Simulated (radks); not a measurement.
Results of a calculation; reference values are marked as such.
Minus the highest occupied eigenvalue as an estimate of the ionisation energy, Sn to Sn19+. The LB94 potential has the -1/r tail that LDA and GGA lack but no energy functional. Code: a radial shooting solver on a logarithmic mesh with Libxc functionals. Model: non-relativistic Kohn-Sham, LB94 model potential, spin-polarised, spherical densities, point nucleus; open shells are filled with parallel spins first (spin-orbit coupling, left out, can overturn this in heavy ions); relativity is left out, which matters for an element this heavy.

Sn: configuration [Kr] 4d10 5s2 5p2; HOMO 5p up; -e(HOMO) (eV) 7.619; <r> (bohr) 3.10; IE, NIST (eV) 7.344; kind exp.
Sn+: configuration [Kr] 4d10 5s2 5p1; HOMO 5p up; -e(HOMO) (eV) 15.055; <r> (bohr) 2.80; IE, NIST (eV) 14.633; kind exp.
Sn2+: configuration [Kr] 4d10 5s2; HOMO 5s; -e(HOMO) (eV) 31.614; <r> (bohr) 2.22; IE, NIST (eV) 30.506; kind exp.
Sn3+: configuration [Kr] 4d10 5s1; HOMO 5s up; -e(HOMO) (eV) 42.228; <r> (bohr) 2.12; IE, NIST (eV) 40.74; kind exp.
Sn4+: configuration [Kr] 4d10; HOMO 4d; -e(HOMO) (eV) 78.189; <r> (bohr) 1.07; IE, NIST (eV) 77.03; kind exp.
Sn5+: configuration [Kr] 4d9; HOMO 4d down; -e(HOMO) (eV) 97.340; <r> (bohr) 1.03; IE, NIST (eV) 94; kind theory
Sn6+: configuration [Kr] 4d8; HOMO 4d down; -e(HOMO) (eV) 117.46; <r> (bohr) 1.01; IE, NIST (eV) 113; kind theory
Sn7+: configuration [Kr] 4d7; HOMO 4d down; -e(HOMO) (eV) 138.51; <r> (bohr) 0.980; IE, NIST (eV) 135; kind theory
Sn8+: configuration [Kr] 4d6; HOMO 4d down; -e(HOMO) (eV) 160.44; <r> (bohr) 0.956; IE, NIST (eV) 156; kind theory
Sn9+: configuration [Kr] 4d5; HOMO 4d up; -e(HOMO) (eV) 186.05; <r> (bohr) 0.936; IE, NIST (eV) 184; kind theory
Sn10+: configuration [Kr] 4d4; HOMO 4d up; -e(HOMO) (eV) 209.65; <r> (bohr) 0.916; IE, NIST (eV) 208; kind theory
Sn11+: configuration [Kr] 4d3; HOMO 4d up; -e(HOMO) (eV) 233.99; <r> (bohr) 0.896; IE, NIST (eV) 232; kind theory
Sn12+: configuration [Kr] 4d2; HOMO 4d up; -e(HOMO) (eV) 259.07; <r> (bohr) 0.878; IE, NIST (eV) 258; kind theory
Sn13+: configuration [Kr] 4d1; HOMO 4d up; -e(HOMO) (eV) 284.89; <r> (bohr) 0.860; IE, NIST (eV) 282; kind theory
Sn14+: configuration [Kr]; HOMO 4p; -e(HOMO) (eV) 379.72; <r> (bohr) 0.801; IE, NIST (eV) 379; kind theory
Sn15+: configuration [Ar] 3d10 4s2 4p5; HOMO 4p down; -e(HOMO) (eV) 408.00; <r> (bohr) 0.790; IE, NIST (eV) 407; kind theory
Sn16+: configuration [Ar] 3d10 4s2 4p4; HOMO 4p down; -e(HOMO) (eV) 436.88; <r> (bohr) 0.778; IE, NIST (eV) 437; kind theory
Sn17+: configuration [Ar] 3d10 4s2 4p3; HOMO 4p up; -e(HOMO) (eV) 468.81; <r> (bohr) 0.772; IE, NIST (eV) 466; kind theory
Sn18+: configuration [Ar] 3d10 4s2 4p2; HOMO 4p up; -e(HOMO) (eV) 498.66; <r> (bohr) 0.762; IE, NIST (eV) 506; kind theory
Sn19+: configuration [Ar] 3d10 4s2 4p1; HOMO 4p up; -e(HOMO) (eV) 529.06; <r> (bohr) 0.751; IE, NIST (eV) 537; kind theory

Reference values: NIST Atomic Spectra Database (exp. = measured, semi-emp. = semi-empirical, theory = theoretical value adopted there). Relativity is left out here, which matters for elements this heavy. Open shells are spherical and high-spin; term and fine-structure splittings are not resolved.
